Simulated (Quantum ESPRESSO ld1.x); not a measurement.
The mean radii <r> (bohr) of the occupied orbitals of an atom or ion are listed with their occupations. All-electron calculation, Dirac Kohn-Sham, revPBE, spin-unpolarised, spherical densities, point nucleus. Program: ld1.x of Quantum ESPRESSO 7.5.

| orbital | occ. | <r> |
|---|---|---|
| 1s1/2 | 2 | 0.04148 |
| 2s1/2 | 2 | 0.1832 |
| 2p1/2 | 2 | 0.1573 |
| 2p3/2 | 4 | 0.1613 |
| 3s1/2 | 2 | 0.5254 |
| 3p1/2 | 2 | 0.5269 |
| 3p3/2 | 4 | 0.5369 |
| 3d3/2 | 3.6 | 0.5364 |
| 3d5/2 | 5.4 | 0.5400 |
| 4s1/2 | 2 | 1.438 |
| 4p1/2 | 1.33333 | 1.618 |
| 4p3/2 | 2.66667 | 1.646 |
| 4d3/2 | 0.4 | 2.445 |
| 4d5/2 | 0.6 | 2.457 |

Name the element and its charge. Open shells, if any, are shared by 2j + 1.

Answer. Z = 36, krypton, charge +2: Kr2+ in [Ar] 3d9 4s2 4p4 4d1. The 1s radius gives Z: for a bare nucleus <r> = (2 gamma + 1)/(2Z) with gamma = sqrt(1 - (Z/c)^2), 0.04069 bohr for Z = 36, and screening makes it slightly larger (0.04148 here). The occupations add up to 34, and the charge is Z minus that.
